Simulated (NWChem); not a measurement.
**One site exchanged: F, H, Cl, Br**

Each species was optimised at B3LYP/6-31G* with NWChem, gas phase unless a solvent is named. All stand in one matching conformer (torsions within 35°), which need not be the lowest. Pople sets run with spherical d functions. This build's default masses of Se (78.918 u) and Br (79.917 u) are each other's, which moves their modes by up to 0.6 %. Shieldings are non-relativistic GIAO values without spin-orbit effects.

A: N[Si](N)(F)F (SiN2H4F2)
B: N[SiH](N)F (SiN2H5F)
C: N[Si](N)(F)Cl (SiN2H4ClF)
D: N[Si](N)(F)Br (SiN$_{2}$H$_{4}$BrF)

```
quantity                                                        A (F)  B (H)  C (Cl)  D (Br)
--------------------------------------------------------------  -----  -----  ------  ------
Pauling electronegativity of the site (pymatgen's table)         3.98   2.20    3.16    2.96
electrons in the molecule                                          50     42      58      76
dipole (D), B3LYP/6-31G*                                         2.32   1.81    2.72    2.74
orbital gap (eV), B3LYP/6-31G*                                   8.68   8.72    8.57    8.13
highest harmonic frequency (cm⁻¹), B3LYP/6-31G*                  3680   3676    3678    3677
static polarisability, PBE/def2-SVPD (bohr³)                     42.7   45.5    57.3    65.9
lowest singlet excitation, PBE/def2-SVPD, TDA (eV)               6.21   6.20    6.15    5.96
SMD solvation free energy in water, B3LYP/6-31G* (kcal/mol)      -4.7   -3.8    -5.4    -5.6
SMD solvation free energy in n-hexane, B3LYP/6-31G* (kcal/mol)   -2.7   -2.3    -3.8    -4.4
29Si shift against tetramethylsilane, PBE0/pcSseg-1 (ppm)       -54.9  -35.4   -32.6   -24.5
29Si shift against tetramethylsilane, B3LYP/6-31G* (ppm)        -47.6  -26.4   -24.7   -14.4
```

“Dipole (D), B3LYP/6-31G*” runs from 1.81 in B (H) to 2.74 in D (Br), rising in step with the number of electrons. “Orbital gap (eV), B3LYP/6-31G*” runs from 8.13 in D (Br) to 8.72 in B (H), falling in step with the number of electrons. “Static polarisability, PBE/def2-SVPD (bohr³)” runs from 42.7 in A (F) to 65.9 in D (Br), in no step with either the site's electronegativity or the electron count. “Lowest singlet excitation, PBE/def2-SVPD, TDA (eV)” runs from 5.96 in D (Br) to 6.21 in A (F). “SMD solvation free energy in water, B3LYP/6-31G* (kcal/mol)” runs from -5.6 in D (Br) to -3.8 in B (H), falling in step with the number of electrons. “SMD solvation free energy in n-hexane, B3LYP/6-31G* (kcal/mol)” runs from -4.4 in D (Br) to -2.3 in B (H), falling in step with the number of electrons. “29Si shift against tetramethylsilane, PBE0/pcSseg-1 (ppm)” runs from -54.9 in A (F) to -24.5 in D (Br), in no step with either the site's electronegativity or the electron count. “29Si shift against tetramethylsilane, B3LYP/6-31G* (ppm)” runs from -47.6 in A (F) to -14.4 in D (Br), in no step with either the site's electronegativity or the electron count.

These are trends among computed rows of three or four species; they are not measurements.
